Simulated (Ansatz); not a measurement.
Frontier orbitals of `[OH][In]([F])[Br]`.

Z-matrix (Å, degrees):
```
In
O 1 1.959
Br 1 2.434 2 126.0
F 1 1.929 2 115.7 3 -180.0
H 2 0.962 1 112.2 3 0.0
```

The species carries charge 0 and has multiplicity 1. Correlated methods include outer-core shells of Br, In, which these sets cover unevenly. Scalar relativity is left out up to krypton. In takes the def2 core potential. The structure was optimised at the PBE0-D4/def2-TZVP level. It is one conformer, not always the lowest. Basis def2-TZVPP, Ansatz.

| functional | HOMO (eV) | LUMO (eV) |
| --- | --- | --- |
| PBE0 | -8.94 | -2.71 |

**Question.** Give HOMO and LUMO (eV) with LDA (SPW92), PBE, revPBE, BLYP, r2SCAN, B97M-V, B3LYP, r2SCANh, r2SCAN0, HSE06 (plane-wave form), BHLYP, CAM-B3LYP, LC-ωPBE, ωB97X-V, ωB97M-V, HF. (Estimate.)

**Answer.** Computed: 
| functional | HOMO | LUMO |
| --- | --- | --- |
| LDA (SPW92) | -7.80 | -3.95 |
| PBE | -7.60 | -3.60 |
| revPBE | -7.52 | -3.46 |
| BLYP | -7.43 | -3.58 |
| r2SCAN | -7.94 | -3.39 |
| B97M-V | -7.98 | -3.44 |
| B3LYP | -8.67 | -3.06 |
| r2SCANh | -8.44 | -3.07 |
| r2SCAN0 | -9.18 | -2.59 |
| HSE06 (plane-wave form) | -8.54 | -3.08 |
| BHLYP | -10.12 | -1.88 |
| CAM-B3LYP | -10.29 | -1.80 |
| LC-ωPBE | -11.68 | -0.44 |
| ωB97X-V | -11.31 | -0.62 |
| ωB97M-V | -11.18 | -0.77 |
| HF | -11.98 | 0.64 |

B3LYP here is the variant with VWN-RPA as its local correlation; programs differ in this. LC-ωPBE has ω = 0.4 bohr⁻¹.
